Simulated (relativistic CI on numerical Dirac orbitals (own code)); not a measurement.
## One change at a time: V²²⁺

Base calculation: Dirac-Coulomb-Breit CI, KLI orbitals optimised for each configuration, QED by a radiative potential.

CI space: 1s, 2s, 2p, 3s, 3p, 3d, 4s, 4p, 4d, 4f, 5s, 5p, 5d, 5f, 5g, 6s, 6p, 6d. Levels of other configurations are missing.

Variants: (1) QED terms removed; (2) non-relativistic limit. Shifts of the energy above 1s ²S1/2, in eV, for the lowest level and the first level of each name with at least 55 % of one term (blank where a level changes its place among those of its configuration and J or its character, or is not in the variant):

| Level | Base | Δ(1) | Δ(2) |
| --- | --- | --- | --- |
| 1s ²S1/2 | 0.00 | 0.00 | 0.00 |
| 2p ²P°1/2 | 5430.71 | +2.59 | -32.74 |
| 2s ²S1/2 | 5431.09 | +2.22 | -33.11 |
| 2p ²P°3/2 | 5443.64 | +2.57 | -45.66 |
| 3p ²P°1/2 | 6440.72 | +2.59 | -43.11 |
| 3s ²S1/2 | 6440.83 | +2.48 | -43.22 |
| 3d ²D3/2 | 6444.54 | +2.59 | -46.94 |
| 3p ²P°3/2 | 6444.55 | +2.58 | -46.94 |
| 3d ²D5/2 | 6445.80 | +2.59 | -48.20 |
| 4p ²P°1/2 | 6793.69 | +2.59 | -46.21 |
| 4s ²S1/2 | 6793.74 | +2.54 | -46.26 |
| 4d ²D3/2 | 6795.30 | +2.59 | -47.83 |
| 4p ²P°3/2 | 6795.31 | +2.59 | -47.83 |
| 4f ²F°5/2 | 6795.83 | +2.59 | -48.36 |
| 4d ²D5/2 | 6795.84 | +2.59 | -48.36 |
| 4f ²F°7/2 | 6796.10 | +2.59 | -48.62 |
| 5p ²P°1/2 | 6956.84 | +2.59 | -47.43 |
| 5s ²S1/2 | 6956.87 | +2.56 | -47.45 |
| 5d ²D3/2 | 6957.67 | +2.59 | -48.25 |
| 5p ²P°3/2 | 6957.67 | +2.59 | -48.25 |
| 5f ²F°5/2 | 6957.94 | +2.59 | -48.52 |
| 5d ²D5/2 | 6957.94 | +2.59 | -48.52 |
